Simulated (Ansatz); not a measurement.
Computed with Ansatz on PBE0-D4/def2-TZVP structures; ΔE is electronic, products minus reactants. CBS: MP2 limit from def2 TZ/QZ plus the TZ coupled-cluster correction, frozen cores. This one scheme is used for every species. Functionals use def2-TZVPP. B3LYP here is the variant with VWN-RPA as its local correlation; programs differ in this. One conformer a species, not always the lowest.

Reaction (formal exchange of groups at a C–C bond): `CC[SiH2]O` + `C=O` → `O=CC[SiH2]O` + CH₄

Question: Is it downhill or uphill in electronic energy at CCSD(T)/CBS, and by how much? (Best estimate.)

Answer: Ansatz gave: Downhill: ΔE = -14.5 kcal/mol.

Question: What do these levels give: ωB97X-V, B2PLYP, B3LYP, CCSD/def2-TZVPP, HF/def2-QZVPP, SCS-MP2/def2-QZVPP? (Estimate.)

Answer: The calculation gave: ωB97X-V -15.1, B2PLYP -15.2, B3LYP -15.2, CCSD/def2-TZVPP -13.7, HF/def2-QZVPP -13.1, SCS-MP2/def2-QZVPP -13.8 kcal/mol.

Largest T1 diagnostic among the species: 0.015.

In def2-TZVPP, CCSD(T) changes the Hartree–Fock value by −1.1 kcal/mol (the triples alone add −0.6 kcal/mol) and MP2 by −1.9 kcal/mol.
